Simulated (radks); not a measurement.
Charge is removed step by step from the 2s down level of B+, starting from [He] 2s(up 1, down 1). Method: non-relativistic Kohn-Sham, r2SCAN, spin-polarised, spherical densities, point nucleus; meta-GGA in the generalised Kohn-Sham scheme; computed with a radial shooting solver on a logarithmic mesh with Libxc functionals.

| removed (e) | E - E(0) (eV) | eigenvalue (eV) |
|---|---|---|
| 0 | 0.000 | -19.726 |
| 0.25 | 5.239 | -22.175 |
| 0.5 | 11.079 | -24.517 |
| 0.75 | 17.468 | -26.502 |

The mean slope of the eigenvalue, de/dn, is 9.03 eV per electron.
